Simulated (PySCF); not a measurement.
## Electron correlation in S⁺ (sulfur, charge +1)

[Ne] 3s2 3p2 4s1, high-spin 4P determinant (an excited configuration). Computed with PySCF 2.14 in dyall-av2z, with the non-relativistic Hamiltonian (point nucleus). Frozen: [Ne]; 5 electrons correlated; the 16 highest virtual orbitals of each spin left out.

```csv
level,correlation energy (mhartree)
CCSD,-89.67
(T),-1.75
CCSD(T),-91.42
```

Diagnostics: T1 = 0.011, D1 = 0.0307, largest double amplitude 0.101.

The outer electron is Rydberg-like, and this basis confines it to a smaller radius and binds it less than a complete one would.

Cost of the coupled-cluster step: roughly 0.9 core-seconds, for 5 correlated electrons.
